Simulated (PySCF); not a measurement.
Spinor energies of Ga(2+) (gallium, charge +2)

Start: [Ar] 3d10 4s1; 4s1/2 filled at m_j = +1/2. Calculated with PySCF 2.14 in x2c-TZVPall-2c (6s7p4d1f, 54 functions): generalised Hartree-Fock with the X2C-1e Hamiltonian and a Gaussian nucleus; one run each with spin-orbit coupling (SO) switched off, then screened by Boettger's factors.

| spinor shell | electrons | ε, spin-free (eV) | ε, screened SO (eV) | weight of nominal j (screened SO) | rms radius, screened SO (bohr) |
| --- | --- | --- | --- | --- | --- |
| 1s1/2 | 2 | -10461.7 | -10461.5 | 1.000 | 0.0560 |
| 2s1/2 | 2 | -1361.2 | -1361.1 | 1.000 | 0.235 |
| 2p1/2 | 2 | -1183.0 | -1202.0 | 1.000 | 0.209 |
| 2p3/2 | 4 | -1183.0 | -1173.9 | 1.000 | 0.212 |
| 3s1/2 | 2 | -199.01 | -199.00 | 1.000 | 0.699 |
| 3p1/2 | 2 | -143.15 | -145.79 | 1.000 | 0.730 |
| 3p3/2 | 4 | -143.15 | -141.88 | 1.000 | 0.740 |
| 3d3/2 | 4 | -51.765 | -52.076 | 0.991 | 0.883 |
| 3d5/2 | 6 | -51.765 | -51.556 | 0.994 | 0.887 |
| 4s1/2 | 1 | -29.740 | -29.740 | 1.000 | 2.29 |

```csv
quantity,spin-free,screened SO
E (hartree),-1941.24440,-1941.30745
M_J,1/2,1/2
⟨J²⟩,0.751,0.751
⟨L²⟩,0.000,0.002
⟨S²⟩,0.751,0.752
```

Each row is a mean over spinors that exchange with the open shell spreads, by up to 0.473 eV (3s1/2).

Without spin-orbit coupling the j labels of p, d and f shells carry no meaning; the spin-free column gives the mean over the occupied spinors of each nl shell.
